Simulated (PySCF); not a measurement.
B3LYP has the VWN-RPA correlation part, as in Gaussian. Delta-SCF ions had no search for a lower state. Excitations are Tamm–Dancoff values on a coarser integration grid. The basis has no diffuse functions, so Rydberg states are missing or too high.

Cartesian coordinates (Å):
```xyz
26

B      0.0395     0.0308    -0.0546
C      0.5933     1.5008     0.3630
H      0.9842     1.9801    -0.5518
H      1.4336     1.4896     1.0799
H     -0.1708     2.1963     0.7571
C      1.2480    -0.9991    -0.4026
H      1.9396    -1.2116     0.4336
H      1.8684    -0.5298    -1.1863
H      0.9208    -1.9690    -0.8178
C     -1.0566     0.1107    -1.2524
H     -1.5810    -0.8375    -1.4734
H     -0.5166     0.3720    -2.1794
H     -1.8255     0.8926    -1.1207
C     -2.0780     0.0909     1.5810
N     -0.8011    -0.6250     1.3674
C      0.0394    -0.4683     2.5747
C     -1.0893    -2.0628     1.1721
H     -2.5555    -0.2505     2.5147
H     -2.7516    -0.0997     0.7391
H     -1.8859     1.1683     1.6416
H      1.0213    -0.9212     2.3960
H     -0.4394    -0.9577     3.4393
H      0.1768     0.5961     2.7914
H     -1.6923    -2.4486     2.0110
H     -1.6386    -2.1998     0.2336
H     -0.1494    -2.6215     1.1147
```
Charge 0, spin multiplicity 1.

Question: Estimate the charge on the central atom (Mulliken), vertical ionisation energy (Delta-SCF), S1–T1 gap (TDA), S1 oscillator strength and HOMO–LUMO gap that B3LYP-D3(BJ)/def2-TZVP // B3LYP-D3(BJ)/def2-SVP in PySCF returns for this input.

Answer: 
| Property | Result |
|---|---|
| charge on the central atom (Mulliken) | 0.12 e |
| vertical ionisation energy (Delta-SCF) | 9.17 eV |
| S1–T1 gap (TDA) | 0.08 eV |
| S1 oscillator strength | 0.021 |
| HOMO–LUMO gap | 7.54 eV |
